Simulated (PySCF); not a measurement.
A structure optimised at B3LYP-D3(BJ)/def2-TZVP, used in a PySCF frequency run:

```xyz
5

Sn     0.0000     0.0000    -0.9812
Br     0.0000     0.0000     1.5270
H      1.4164     0.8177    -1.4617
H     -1.4164     0.8177    -1.4617
H      0.0000    -1.6355    -1.4617
```

Question: Write its SMILES, formula and point group.

Answer: [Br][SnH3], BrH3Sn, C3v

Question: What are its rotational constants (standard atomic weights)?

Answer: 62.480, 1.6244, 1.6244 GHz
